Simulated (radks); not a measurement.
Task: Species: neutral ytterbium. Configuration: [Kr] 4d10 4f14 5s2 5p(1/2: 2, 3/2: 4) 6s2. Method: Dirac Kohn-Sham, BLYP, spin-unpolarised, spherical densities, point nucleus; computed with a radial shooting solver on a logarithmic mesh with Libxc functionals. Some entries of the table are withheld. Estimate them.

orbital  occ.  eigenvalue (hartree)  r(max) (bohr)  <1/r> (bohr^-1)
1s1/2       2             -2248.147        0.01236            80.68
2s1/2       2             -380.6559        0.07075            19.47
2p1/2       2             -363.0578        0.05296            19.44
2p3/2       4             -324.5640        0.05938            16.69
3s1/2       2             -85.78350         0.1997            7.136
3p1/2       2             -78.02442         0.1874            7.051
3p3/2       4             -69.85466         0.2008            6.345
3d3/2       4                   (1)         0.1580            6.234
3d5/2       6                   (2)         0.1618            6.063
4s1/2       2             -16.86427         0.4554            2.986
4p1/2       2             -13.72642         0.4568            2.876
4p3/2       4             -11.87539         0.4852            2.630
4d3/2       4                   (3)         0.4858            2.407
4d5/2       6                   (4)         0.4950            2.346
5s1/2       2              -2.00691          1.071            1.106
5p1/2       2              -1.16070          1.169           0.9649
5p3/2       4              -0.93691          1.261           0.8755
6s1/2       2              -0.14021          3.228           0.3226
4f5/2       6              -0.13026         0.4801            1.748
4f7/2       8              -0.08189         0.4856            1.711

Result: 
(1) 3d3/2 eigenvalue (hartree): -56.65889
(2) 3d5/2 eigenvalue (hartree): -54.87397
(3) 4d3/2 eigenvalue (hartree): -6.71854
(4) 4d5/2 eigenvalue (hartree): -6.38164
